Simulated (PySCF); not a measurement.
Compound: C₇H₉N (charge +1 and doublet state).
Numbering: `[N:1]#[C:2][C@@H:3]1[CH2:4][CH+:5][CH:6][CH2:7][CH2:8]1` (hydrogens: H9 on C3; H10, H11 on C4; H12 on C5; H13 on C6; H14, H15 on C7; H16, H17 on C8)

Structure used (GFN2-xTB), in Å, numbered top down from 1:
```
atom  x, y, z in Å
N1     1.8024   -1.3675    1.8372
C2     1.4243   -1.0901    0.7989
C3     0.8759   -0.7139   -0.4892
C4     1.0642    0.7861   -0.7118
C5     0.0999    1.6084    0.0316
C6    -0.9564    1.0739    0.7034
C7    -1.3867   -0.3170    0.5352
C8    -0.6187   -1.0688   -0.5458
H9     1.4296   -1.2837   -1.2447
H10    2.0920    1.1007   -0.4887
H11    0.9428    1.0305   -1.7808
H12    0.2590    2.6789    0.0265
H13   -1.5137    1.6811    1.4055
H14   -1.2939   -0.7997    1.5237
H15   -2.4664   -0.3634    0.3420
H16   -0.7581   -2.1437   -0.4203
H17   -1.0032   -0.7998   -1.5324
```

The hyperfine couplings belong to this conformer and change with its torsions.

The calculation used UKS B3LYP, pcH-1 on C H N, non-relativistic, mean-field spin-orbit, GIAO (PySCF 2.14.0). Isolated species at its GFN2-xTB geometry (one conformer only). Couplings are sensitive to structure, and on GFN2-xTB geometries they can be far from those on DFT ones, by a factor of two or more for some ions and for spin on atoms past the first row. No stability test was run, so a lower SCF solution isn't excluded.

Task: Where do the isotropic ENDOR lines of H14, H11, H15, H10, H12, H13, H17, H9 and H16 fall at 3352.9 mT, to first order?

Result: ν± = |νn ± a/2|, one line for each electron-spin manifold; νn = |g_N| × 7.62259 MHz/T × B.

| nuclei | isotope | g_N | νn (MHz) | a_iso (MHz) | lower line (MHz) | upper line (MHz) |
| --- | --- | --- | --- | --- | --- | --- |
| H14 | 1H | 5.5857 | 142.76 | 166.05 | 59.73 | 225.78 |
| H11 | 1H | 5.5857 | 142.76 | 158.42 | 63.55 | 221.97 |
| H15 | 1H | 5.5857 | 142.76 | 92.35 | 96.58 | 188.94 |
| H10 | 1H | 5.5857 | 142.76 | 72.77 | 106.37 | 179.14 |
| H12 | 1H | 5.5857 | 142.76 | -15.75 | 134.88 | 150.63 |
| H13 | 1H | 5.5857 | 142.76 | -15.00 | 135.26 | 150.26 |
| H17 | 1H | 5.5857 | 142.76 | 6.63 | 139.44 | 146.07 |
| H9 | 1H | 5.5857 | 142.76 | 3.22 | 141.15 | 144.37 |
| H16 | 1H | 5.5857 | 142.76 | 2.83 | 141.34 | 144.17 |

Task: Which pairs are centred on the nuclear Larmor frequency, and which on half the coupling?

Result: Centred on νn, since |a| < 2νn: H14, H11, H15, H10, H12, H13, H17, H9 and H16. No pair has |a| > 2νn.

The largest Mulliken spin populations are on C5 (+0.45), C6 (+0.40) and H14 (+0.06).
